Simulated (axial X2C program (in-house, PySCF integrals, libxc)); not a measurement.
# BeCu: cheaper levels and CCSD(T), 2c

All values were computed with an in-house relativistic program for diatomic molecules. Two-component (2c) means X2C with spin–orbit coupling and atomic mean-field two-electron Coulomb and Gaunt terms. Basis: Cu dyall-cv3z [9s9p6d3f2g], Be dyall-cv3z [8s8p3d1f] (cores contracted in-house); Gaussian nuclei, density fitting, unrestricted open shells. Masses: Cu 62.930 u, Be 9.012 u.

State: Ω = 1/2 (⟨Sz⟩ = 0.50, ⟨Lz⟩ = 0.00 at HF); fragments Cu + Be.

```
level  Re (Å)  ωe (cm⁻¹)  De (eV)
 PBE0   2.058      476.1     1.43
   HF   2.292      322.2      n/a
  MP2   1.990      536.2     1.35
 CCSD   2.066      455.4    0.994
  LDA   1.977      544.0     2.16
```

Correlated methods: 13 electrons correlated (number of frozen shells: Cu 3 s, 2 p; Be 1 s), 227 virtual spin orbitals or spinors in MP2, 90 natural virtuals in coupled cluster.

CCSD(T), same Hamiltonian and basis:

Re = 2.025 Å, ωe = 494.5 cm⁻¹; T1 = 0.033 (Lee–Taylor normalisation).

Task: Give the differences from CCSD(T) in the columns below.

Result: 

```tsv
level	ΔRe (Å)	Δωe (cm⁻¹)
PBE0	0.033	-18
HF	0.267	-172
MP2	-0.035	42
CCSD	0.041	-39
LDA	-0.048	50
```

The state is a single determinant with fixed occupations, the lowest that a limited PBE0 search found. De is counted from the lowest determinant-based energies of the atoms at the same level, without counterpoise correction. De is not given where an atomic determinant may have missed its ground term or J level, or where the truncated virtual space spoils (T). Density functionals use the spin component along the axis (collinear). CCSD and (T) use frozen natural virtuals with an MP2 correction for the truncation; (T) itself is uncorrected, so its De runs slightly low. The determinant is spin-polarised beyond a pure state at some levels (its spin-free form has ⟨S²⟩ too high), which makes Re and μ there less reliable.
